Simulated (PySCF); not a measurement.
Al(Cl)2(NHMe) (CH₄AlCl₂N), SMILES C[NH][Al]([Cl])[Cl]. The structure is a stationary point at B3LYP-D3(BJ)/def2-SVP. The structure was generated by enumeration; whether it is a known compound was not checked. One conformer was computed; it need not be the lowest.

### Question
Give the equilibrium geometry at B3LYP-D3(BJ)/def2-SVP (PySCF confirms it by a frequency run) as bond lengths and angles, and its point group. (Estimate from the structure and the level; the computed values follow.)

### Answer
Several could match; the one computed here: point group Cs.
Atoms: Al1 Cl2 Cl3 N4 C5 H6 H7 H8 H9. Bonded distances (Å): Al1–Cl2 2.098, Al1–Cl3 2.099, Al1–N4 1.759, N4–C5 1.455, N4–H6 1.017, C5–H7 1.106, C5–H8 1.106, C5–H9 1.101. Bond angles (°): Cl2–Al1–Cl3 120.4, Cl2–Al1–N4 119.9, Cl3–Al1–N4 119.6, Al1–N4–C5 128.6, Al1–N4–H6 118.8, C5–N4–H6 112.6, N4–C5–H7 112.3, N4–C5–H8 112.3, N4–C5–H9 110.0, H7–C5–H8 107.5, H7–C5–H9 107.2, H8–C5–H9 107.2.
